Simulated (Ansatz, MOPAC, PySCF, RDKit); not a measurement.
HF (SMILES F) and AsH3 (SMILES [AsH3]) are pulled apart as rigid monomers along the line of their centres of mass, from the B3LYP-D3(BJ)/def2-TZVP minimum. Starting geometry (charge 0, multiplicity 1):
```xyz
6

F      0.39188    -0.76984    -0.41880
H      0.33147    -0.43536     0.45415
As     0.17900     0.42189     2.68506
H      1.35570     1.08068     3.38149
H     -0.17154    -0.45907     3.87026
H     -0.80157     1.51570     3.06678
```

Interaction energies with rigid monomers; basis-set methods are counterpoise corrected unless marked otherwise.

Correlated levels freeze the cores. Filled d and f shells under p-block atoms count as core. Rows in 6-31G* carry no dispersion term and start afresh at each structure (6-31G* with six Cartesian d functions); the Pople sets are all-electron and without relativity. The state reached by AM1 isn't checked.

Programs: Ansatz (Gaussian orbitals); MOPAC for AM1 (differences of heats of formation); PySCF for 6-31G* rows, the dispersion terms; RDKit for the force fields. Each number belongs to the level named beside it.

```tsv
H2···As3 (Å)	UFF (meV)	AM1 (meV)	r2SCAN-D4/def2-TZVPPD (meV)	M06-2X/6-31G* (no counterpoise) (meV)	CCSD/aug-cc-pVTZ (meV)
2.16	1498.4	208.8	-180.3	-114.9	-89.1
2.39	369.2	74.1	-210.0	(withheld)	-158.9
2.75	37.4	0.1	-172.7	-166.4	-151.8
3.35	-9.9	-15.6	-94.1	-100.0	-89.8
4.31	-4.3	-13.8	(withheld)	-43.5	-34.8
```

### Question
What belongs in the gaps?

### Answer

- 4.31, r2SCAN-D4/def2-TZVPPD (meV): -34.6
- 2.39, M06-2X/6-31G* (no counterpoise) (meV): -179.9

Ansatz is a quantum-chemistry and plane-wave program.
